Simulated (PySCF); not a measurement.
# C₆ coefficients of unlike pairs at r2SCANh

Calculated with PySCF 2.14 from the dipole response of each species, C₆(A,B) = (3/π) ∫ α_A(iu) α_B(iu) du, in atomic units, from isotropic polarisabilities. For ions this is the dispersion term alone; charge-induced terms of lower order in 1/R come first.

```
species           configuration                                                                            basis      relativity  α (bohr³)  C₆ (like pair)
   As³⁺      [Ar] 3d10 4s2 (1S)  x2c-QZVPPall with one added diffuse shell each of s, p, d, f type (12s9p6d5f1g)   spin-free X2C      7.115           23.27
   Tl³⁺     [Xe] 4f14 5d10 (1S)             def2-QZVPPD with the def2 core potential (60 electrons) (8s6p5d4f1g)  core potential      5.277           30.87
    Cl⁺       [Ne] 3s2 3p4 (3P)                                                        def2-QZVPPD (10s7p5d2f1g)            none      8.647           41.90
   Xe²⁺  [Kr] 4d10 5s2 5p4 (3P)               def2-TZVPPD with the def2 core potential (28 electrons) (7s6p4d2f)  core potential      12.64           92.31
```

**Question.** Estimate C₆ for Xe²⁺ with Cl⁺.

**Answer.** The integral gives 62.10. The combination rule 2 C_A C_B / (C_A α_B/α_A + C_B α_A/α_B) gives 62.18 and the geometric mean 62.19.

No spin-orbit coupling is included.

The other pairs:

| pair | C₆ |
| --- | --- |
| Cl⁺, As³⁺ | 31.04 |
| Tl³⁺, As³⁺ | 24.96 |
| Xe²⁺, As³⁺ | 46.11 |
| Xe²⁺, Tl³⁺ | 50.97 |
| Cl⁺, Tl³⁺ | 33.85 |
